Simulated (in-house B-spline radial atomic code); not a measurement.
A fraction x of an electron is removed from 3d in Co2+, starting from [Ar] 3d7 and keeping the highest spin. All numbers are computed (scalar-relativistic (X2C) BLYP, spin-polarised, spherical fractional occupations; Fermi nucleus of rms radius 3.7875 fm) with a B-spline radial code for spherical atoms, not measured.

| x | E(x) - E(0) (eV) | 3d down level (eV) |
| --- | --- | --- |
| 0 | 0.0000 | -25.351 |
| 0.04 | 1.0266 | -25.981 |
| 0.14 | 3.7042 | -27.577 |
| 0.26 | 7.1303 | -29.531 |
| 0.5 | 14.6982 | -33.562 |
| 0.62 | 18.8497 | -35.637 |
| 0.64 | 19.5660 | -35.987 |
| 0.81 | 25.9388 | -39.000 |
| 0.9 | 29.5218 | -40.626 |
| 1 | 33.6757 | -42.456 |

The exact functional would give a straight line between the two integer points. Deviations E(x) - E(0) - x[E(1) - E(0)], in eV: -0.32 at x = 0.04, -1.01 at x = 0.14, -1.625 at x = 0.26, -2.14 at x = 0.5, -2.029 at x = 0.62, -1.986 at x = 0.64, -1.339 at x = 0.81, -0.786 at x = 0.9.

The curve lies below the straight line by up to 2.14 eV (at x = 0.5): convex, the delocalisation error that favours fractional charges.

Question: How well does Slater's transition state (minus the level at half occupation) give the ionisation energy?

Answer: It gives 33.562 eV against 33.676 eV from the two total energies; NIST lists 33.50 eV, ground level to ground level.
